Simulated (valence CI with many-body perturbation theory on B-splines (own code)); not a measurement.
# Sr⁵⁺: electric-dipole lines

Method: configuration interaction combined with many-body perturbation theory (CI+MBPT): five valence electrons over a frozen Dirac-Fock core [Ar] 3d10, radial functions for each j: 11 s, 11 p, 10 d, 8 f, 5 g, 2 h, with the one-electron correlation potential Σ1, the two-electron term Σ2, the three-electron term Σ3, Breit, model QED; selected CI, second order for the rest, scaled by the run's own slope (own B-spline code, finite nucleus).

Against 20 measured levels this calculation errs by 110 cm⁻¹ on average and by 299 at most. These come from a selection out of Sansonetti, J. Phys. Chem. Ref. Data 41, 013102 (2012). Levels without a partner in it may be off by more. Among the levels kept, up to 3300 cm⁻¹ of a level comes from second order outside the variational space, and about a tenth of that is noise between levels of different J, which matters for small intervals.

Lines 301 to 350 of 600 in falling wavelength, among levels below 485520 cm⁻¹, chosen from the strongest by gf and those to the six lowest levels. Wavelengths and rates use the calculated energies, so an error of 100 cm⁻¹ moves a line at 46.25 nm by 0.046 % and its rate by three times that or more. Electric multipoles are in the length gauge, E1 and E2 with the static RPA response of the core. Weak lines are less certain than strong ones. Lines between different terms over intervals too small for the method are left out, as are lines whose strength nearly cancels. Where a level lies close to another of its J and parity, the split of strength between their lines is uncertain. The highest levels of a list are the least certain.

Names give the largest LS component (configuration and term), which can be under half, so a name can repeat, a term be missing and a line seem to break the LS rules; names also repeat where a configuration has a term twice. Letters in brackets count levels of one name in rising energy.

| λ vac (nm) | Upper | Lower | A (s⁻¹) | log gf | Branch % |
| --- | --- | --- | --- | --- | --- |
| 46.25 | 4s²4p²4f ⁴F°_5/2 [a] | 4s²4p²4d ⁴D_3/2 | 6.93e+09 | 0.12 | 22.9 |
| 46.16 | 4s²4p²4f ⁴F°_3/2 | 4s²4p²4d ⁴D_3/2 | 6.87e+09 | -0.06 | 20.8 |
| 46.08 | 4s²4p²4f ²G°_9/2 [b] | 4s²4p²4d ⁴F_7/2 | 5.14e+08 | -0.79 | 10.8 |
| 46.05 | 4s²4p²4d ⁴F_5/2 | 4s²4p³ ²D°_3/2 | 5.63e+07 | -1.97 | 25.7 |
| 46.05 | 4s²4p²4f ⁴F°_7/2 | 4s²4p²4d ²F_7/2 [a] | 2.80e+09 | -0.15 | 9.5 |
| 46.03 | 4s²4p²4f ⁴F°_5/2 [b] | 4s²4p²4d ⁴D_3/2 | 9.47e+09 | 0.26 | 41.9 |
| 46.02 | 4s²4p²4f ⁴F°_9/2 | 4s²4p²4d ²F_7/2 [a] | 1.59e+10 | 0.70 | 57.1 |
| 46.01 | 4s²4p²4f ⁴F°_3/2 | 4s²4p²4d ⁴D_1/2 | 1.70e+10 | 0.33 | 51.6 |
| 45.95 | 4s²4p²4f ²F°_7/2 [b] | 4s²4p²4d ²F_7/2 [a] | 3.17e+09 | -0.10 | 9.7 |
| 45.95 | 4s²4p²4d ⁴F_7/2 | 4s²4p³ ²D°_5/2 | 4.79e+07 | -1.92 | 100.0 |
| 45.82 | 4s²4p²4f ⁴F°_9/2 | 4s²4p²4d ⁴F_9/2 | 5.30e+09 | 0.22 | 19.1 |
| 45.50 | 4s²4p²4f ²F°_5/2 [a] | 4s²4p²4d ⁴F_3/2 | 1.03e+09 | -0.72 | 7.0 |
| 45.48 | 4s²4p²4f ⁴F°_7/2 | 4s²4p²4d ²F_5/2 [a] | 7.81e+09 | 0.29 | 26.5 |
| 45.41 | 4s²4p²4f ⁴F°_5/2 [b] | 4s²4p²4d ²F_5/2 [a] | 1.30e+09 | -0.62 | 5.8 |
| 45.34 | 4s²4p²4f ²H°_9/2 | 4s²4p²4d ²F_7/2 [a] | 1.71e+09 | -0.28 | 19.4 |
| 45.32 | 4s²4p²4f ²H°_11/2 | 4s²4p²4d ⁴F_9/2 | 4.00e+08 | -0.83 | 4.4 |
| 45.26 | 4s4p³4d ⁴D°_7/2 [d] | 4s²4p²4d ²F_7/2 [b] | 4.96e+09 | 0.09 | 12.0 |
| 45.23 | 4s4p³4d ²F°_5/2 [a] | 4s4p⁴ ²P_3/2 | 8.04e+08 | -0.83 | 5.8 |
| 45.15 | 4s²4p²4f ²H°_9/2 | 4s²4p²4d ⁴F_9/2 | 8.57e+08 | -0.58 | 9.7 |
| 44.99 | 4s²4p²4f ²G°_7/2 [b] | 4s²4p²4d ⁴F_5/2 | 9.67e+08 | -0.63 | 7.4 |
| 44.96 | 4s4p³4d ⁴D°_5/2 [d] | 4s²4p²4d ²F_7/2 [b] | 1.08e+09 | -0.71 | 2.3 |
| 44.94 | 4s²4p²4f ⁴F°_7/2 | 4s²4p²4d ⁴F_7/2 | 4.25e+09 | 0.01 | 14.4 |
| 44.91 | 4s²4p²4f ⁴F°_9/2 | 4s²4p²4d ⁴F_7/2 | 2.32e+09 | -0.15 | 8.3 |
| 44.80 | 4s²4p²4d ⁴D_3/2 | 4s²4p³ ²D°_5/2 | 4.15e+08 | -1.30 | 45.2 |
| 44.46 | 4s²4p²4f ²G°_9/2 [c] | 4s²4p²4d ²F_7/2 [b] | 1.93e+10 | 0.76 | 49.0 |
| 44.31 | 4s²4p²4f ⁴F°_5/2 [a] | 4s²4p²4d ⁴F_5/2 | 1.24e+09 | -0.66 | 4.1 |
| 44.29 | 4s4p³4d ²D°_5/2 [c] | 4s²4p²4d ⁴D_5/2 | 9.33e+08 | -0.78 | 3.3 |
| 44.26 | 4s²4p²4d ⁴D_1/2 | 4s²4p³ ²D°_3/2 | 4.53e+08 | -1.57 | 62.8 |
| 44.18 | 4s²4p²4d ⁴D_5/2 | 4s²4p³ ²D°_5/2 | 2.16e+08 | -1.42 | 25.8 |
| 44.18 | 4s²4p²4f ⁴F°_7/2 | 4s²4p²4d ⁴F_5/2 | 3.26e+09 | -0.12 | 11.0 |
| 44.11 | 4s²4p²4f ⁴F°_5/2 [b] | 4s²4p²4d ⁴F_5/2 | 1.51e+09 | -0.58 | 6.7 |
| 44.07 | 4s4p³4d ⁴D°_5/2 [a] | 4s4p⁴ ⁴P_5/2 | 3.10e+08 | -1.27 | 41.8 |
| 44.07 | 4s4p³4d ²D°_3/2 [c] | 4s4p⁴ ²S_1/2 [b] | 2.59e+09 | -0.52 | 7.5 |
| 43.99 | 4s²4p²4d ²P_3/2 [a] | 4s²4p³ ²P°_3/2 | 1.31e+09 | -0.82 | 3.5 |
| 43.95 | 4s4p³4d ⁴D°_7/2 [d] | 4s²4p²4d ⁴D_5/2 | 1.65e+09 | -0.42 | 4.0 |
| 43.95 | 4s4p³4d ²F°_5/2 [c] | 4s²4p²4d ⁴D_5/2 | 7.58e+08 | -0.88 | 2.9 |
| 43.91 | 4s4p³4d ⁴D°_7/2 [a] | 4s4p⁴ ⁴P_5/2 | 4.27e+08 | -1.01 | 75.6 |
| 43.83 | 4s²4p²4f ⁴F°_5/2 [a] | 4s²4p²4d ⁴F_3/2 | 1.22e+09 | -0.68 | 4.0 |
| 43.79 | 4s4p³4d ⁴D°_7/2 [e] | 4s²4p²4d ⁴D_5/2 | 7.58e+09 | 0.24 | 16.9 |
| 43.74 | 4s²4p²4f ⁴F°_3/2 | 4s²4p²4d ⁴F_3/2 | 3.18e+09 | -0.44 | 9.7 |
| 43.67 | 4s4p³4d ⁴D°_5/2 [d] | 4s²4p²4d ⁴D_5/2 | 4.18e+09 | -0.14 | 8.8 |
| 43.65 | 4s4p³4d ²D°_5/2 [c] | 4s²4p²4d ²F_7/2 [a] | 9.44e+08 | -0.79 | 3.4 |
| 43.63 | 4s4p³4d ⁴D°_3/2 [d] | 4s²4p²4d ⁴D_5/2 | 3.16e+09 | -0.44 | 6.7 |
| 43.63 | 4s²4p²4f ⁴F°_5/2 [b] | 4s²4p²4d ⁴F_3/2 | 9.89e+08 | -0.77 | 4.4 |
| 43.57 | 4s²4p²4f ²F°_7/2 [c] | 4s²4p²4d ⁴D_5/2 | 1.45e+09 | -0.48 | 7.7 |
| 43.53 | 4s²4p²4d ⁴D_5/2 | 4s²4p³ ²D°_3/2 | 5.00e+07 | -2.07 | 6.0 |
| 43.47 | 4s4p³4d ²D°_3/2 [d] | 4s²4p²4d ²F_5/2 [a] | 3.15e+09 | -0.45 | 9.4 |
| 43.47 | 4s²4p²5p ⁴D°_3/2 | 4s4p⁴ ⁴P_5/2 | 2.14e+08 | -1.62 | 4.7 |
| 43.32 | 4s4p³4d ⁴D°_7/2 [d] | 4s²4p²4d ²F_7/2 [a] | 2.54e+09 | -0.24 | 6.1 |
| 43.16 | 4s4p³4d ⁴D°_7/2 [e] | 4s²4p²4d ²F_7/2 [a] | 5.82e+09 | 0.11 | 13.0 |
